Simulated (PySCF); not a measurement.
The vertical singlet excitations below were computed for one of the candidates. Computed with PySCF, TDDFT CAM-B3LYP/def2-SVPD, vertical, gas phase, core orbitals frozen in the response. Geometries: PBE0-D3(BJ)/def2-SVP, one conformer each. Relativistic effects are left out although some hold elements past zinc.

```json
{"state": "S1", "E (eV)": "4.22", "λ (nm)": "293.5", "f": "0.0004"}
{"state": "S2", "E (eV)": "6.50", "λ (nm)": "190.8", "f": "0.150"}
{"state": "S3", "E (eV)": "6.58", "λ (nm)": "188.4", "f": "0.109"}
{"state": "S4", "E (eV)": "6.67", "λ (nm)": "185.9", "f": "0.014"}
{"state": "S5", "E (eV)": "6.72", "λ (nm)": "184.5", "f": "0.046"}
{"state": "S6", "E (eV)": "6.83", "λ (nm)": "181.7", "f": "0.066"}
{"state": "S7", "E (eV)": "7.05", "λ (nm)": "175.9", "f": "0.104"}
{"state": "S8", "E (eV)": "7.15", "λ (nm)": "173.4", "f": "0.041"}
{"state": "S9", "E (eV)": "7.36", "λ (nm)": "168.6", "f": "0.046"}
{"state": "S10", "E (eV)": "7.54", "λ (nm)": "164.4", "f": "0.0056"}
```

Orbital energies (eV): HOMO-3 -10.89, HOMO-2 -10.30, HOMO-1 -8.91, HOMO -8.46, LUMO 0.30, LUMO+1 0.89, LUMO+2 1.31.

**Question.** Which structure fits?
A. `[H]/N=C\C(=C)C`
B. `N=C1CCC1`
C. `[N]([GeH2][PH2])=C`

**Answer.** C. Its S1, at 4.22 eV, is the lowest among the candidates; the nearest of the others has S1 at 4.84 eV. S1 is HOMO→LUMO (85%), HOMO-1→LUMO (9%). Löwdin shares by element: HOMO nitrogen 49%, carbon 15%, phosphorus 11%, germanium 9% (atoms not listed hold the other 16%); LUMO carbon 38%, nitrogen 32%, phosphorus 8%, hydrogen 6% or more (atoms not listed hold the other 16%). At the same level the other candidates give, for their lowest levels:
- `[H]/N=C\C(=C)C`: 4.84 eV (f 0.004); 6.22 eV (f 0.496); 7.27 eV (f 0.004); 7.57 eV (f 0.010); 7.69 eV (f 0.001); T1 3.53 eV; HOMO -8.93, LUMO -0.20 eV
- `N=C1CCC1`: 5.29 eV (f 0.003); 7.13 eV (f 0.048); 7.72 eV (f 0.163); 7.75 eV (f 0.002); 7.91 eV (f 0.004); T1 4.58 eV; HOMO -8.76, LUMO 0.94 eV

The values belong to the conformer `[CH2:1]=[N:2][GeH2:3][PH2:4]`: C1–N2–Ge3–P4 -113°, H–P4–Ge3–N2 -38°, H–P4–Ge3–N2 55°.
Triplets come from the Tamm–Dancoff approximation.
